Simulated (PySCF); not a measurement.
F₂Si, charge +1, doublet, at a GFN2-xTB geometry (a state made from the parent by changing its charge; the spin is typed, not shown lowest); PySCF with DF-HF/def2-SVPD.

Input for PySCF:
```python
from pyscf import gto, scf

mol = gto.M(
    atom='''
F    -1.31551725   -0.40462820    0.01044998
Si   -0.01740213    0.44992730    0.03735713
F     1.34258723   -0.29525872   -0.06856107
''',
    basis='def2-svpd',
    charge=1,
    spin=1,
    verbose=4,
)

mf = scf.UHF(mol)
mf = mf.density_fit(auxbasis='def2-universal-jkfit')
mf.kernel()
```

### Question
What does PySCF print? Leave out banner, timings and long lists.

### Answer

```
PySCF version 2.14.0

[INPUT] verbose = 4
[INPUT] num. atoms = 3
[INPUT] num. electrons = 31
[INPUT] charge = 1
[INPUT] spin (= nelec alpha-beta = 2S) = 1
[INPUT] symmetry False subgroup None
[INPUT] Mole.unit = angstrom
[INPUT] Symbol           X                Y                Z      unit          X                Y                Z       unit  Magmom
[INPUT]  1 F     -1.315517250000  -0.404628200000   0.010449980000 AA   -2.485967314641  -0.764636480276   0.019747600207 Bohr   0.0
[INPUT]  2 Si    -0.017402130000   0.449927300000   0.037357130000 AA   -0.032885259684   0.850239372965   0.070594744500 Bohr   0.0
[INPUT]  3 F      1.342587230000  -0.295258720000  -0.068561070000 AA    2.537122163038  -0.557958116690  -0.129561645107 Bohr   0.0

nuclear repulsion = 101.896435248023
number of shells = 28
number of NR pGTOs = 108
number of NR cGTOs = 70
basis = def2-svpd
ecp = {}

******** <class 'pyscf.df.df_jk.DFUHF'> ********
method = DFUHF
initial guess = minao
damping factor = 0
level_shift factor = 0
DIIS = <class 'pyscf.scf.diis.CDIIS'>
diis_start_cycle = 1
diis_space = 8
diis_damp = 0
SCF conv_tol = 1e-09
SCF conv_tol_grad = None
SCF max_cycles = 50
direct_scf = False
number electrons alpha = 16  beta = 15
Set gradient conv threshold to 3.16228e-05
******** <class 'pyscf.df.df.DF'> ********
auxbasis = def2-universal-jkfit
init E= -487.674033953012

cycle= 1 E= -487.184449189016  delta_E= 0.49  |g|= 0.435  |ddm|= 1.57
cycle= 2 E= -487.270084037239  delta_E= -0.0856  |g|= 0.236  |ddm|= 0.872
cycle= 3 E= -487.290097855746  delta_E= -0.02  |g|= 0.054  |ddm|= 0.208
cycle= 4 E= -487.292182062371  delta_E= -0.00208  |g|= 0.0145  |ddm|= 0.112
cycle= 5 E= -487.292575552368  delta_E= -0.000393  |g|= 0.00486  |ddm|= 0.0672
cycle= 6 E= -487.292623897956  delta_E= -4.83e-05  |g|= 0.0018  |ddm|= 0.0223
cycle= 7 E= -487.292630098655  delta_E= -6.2e-06  |g|= 0.000544  |ddm|= 0.00661
cycle= 8 E= -487.292630599484  delta_E= -5.01e-07  |g|= 0.00017  |ddm|= 0.00161
cycle= 9 E= -487.292630652183  delta_E= -5.27e-08  |g|= 5.96e-05  |ddm|= 0.000464
cycle= 10 E= -487.292630658596  delta_E= -6.41e-09  |g|= 2.05e-05  |ddm|= 0.000159
cycle= 11 E= -487.292630659277  delta_E= -6.81e-10  |g|= 5.82e-06  |ddm|= 4.43e-05
Extra cycle  E= -487.292630659311  delta_E= -3.46e-11  |g|= 3.27e-06  |ddm|= 9.25e-06
converged SCF energy = -487.292630659311  <S^2> = 0.75357321  2S+1 = 2.00357
```
